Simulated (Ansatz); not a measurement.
Reaction (SMILES): [GeH3] (GeH3) → [GeH3-] (an electron is taken up)
B3LYP-D3(BJ)/def2-TZVP geometries, fixed; electronic energies without zero-point terms; positive where energy is released.

How fast the adiabatic electron affinity converges with the basis for several methods (Ansatz, a program for electronic structure): deviation from each method's own reference, in eV. References: CCSD(T) 1.507 eV, Hartree-Fock in aug-cc-pVQZ plus the correlation part extrapolated as X^-3 from aug-cc-pVTZ and aug-cc-pVQZ; HF 0.391 eV, the value in aug-cc-pV5Z; MP2 1.409 eV, Hartree-Fock in aug-cc-pV5Z plus the correlation part extrapolated as X^-3 from aug-cc-pVQZ and aug-cc-pV5Z; PBE 1.592 eV, the value in aug-cc-pV5Z; PBE0 1.471 eV, the value in aug-cc-pV5Z; r2SCAN 1.460 eV, the value in aug-cc-pV5Z. Cartesian d functions, on some or all atoms, in 3-21G, 6-31G, 6-31G**; all else is spherical. In correlated methods cores are frozen (with 3d on Ga to Br). Open shells are unrestricted. No added dispersion term, no relativity. 

```csv
basis,functions,CCSD(T),HF,MP2,PBE,PBE0,r2SCAN
3-21G,29,-1.049,-0.218,-1.009,(withheld),-0.420,-0.411
6-31G,35,-0.771,-0.012,-0.745,(withheld),-0.189,-0.199
def2-SV(P),38,-0.545,-0.112,-0.561,(withheld),-0.185,-0.186
def2-SVP,47,-0.528,-0.170,-0.548,(withheld),-0.227,-0.223
6-31G**,50,-0.571,-0.159,-0.579,(withheld),-0.194,-0.189
def2-SVPD,62,-0.297,-0.115,-0.345,(withheld),-0.122,-0.112
def2-TZVPD,81,-0.168,-0.059,-0.211,(withheld),-0.068,-0.055
pcseg-2,85,-0.155,-0.023,-0.190,(withheld),-0.032,-0.025
def2-TZVPPD,105,-0.142,-0.066,-0.187,(withheld),-0.076,-0.064
cc-pVQZ,158,-0.072,-0.027,-0.102,(withheld),-0.040,-0.034
def2-QZVPP,179,-0.088,-0.036,-0.117,(withheld),-0.045,-0.038
aug-cc-pVQZ,231,-0.015,0.000,-0.036,(withheld),-0.004,-0.004
```

**Question.** Fill in the missing entries.

**Answer.** 
- 3-21G, PBE: -0.544
- 6-31G, PBE: -0.275
- def2-SV(P), PBE: -0.260
- def2-SVP, PBE: -0.297
- 6-31G**, PBE: -0.242
- def2-SVPD, PBE: -0.146
- def2-TZVPD, PBE: -0.090
- pcseg-2, PBE: -0.051
- def2-TZVPPD, PBE: -0.097
- cc-pVQZ, PBE: -0.057
- def2-QZVPP, PBE: -0.064
- aug-cc-pVQZ, PBE: -0.007

Mean absolute deviation over def2-TZVPD, pcseg-2, def2-TZVPPD: r2SCAN 0.048, HF 0.049, PBE0 0.059, PBE 0.079, CCSD(T) 0.155, MP2 0.196 eV.
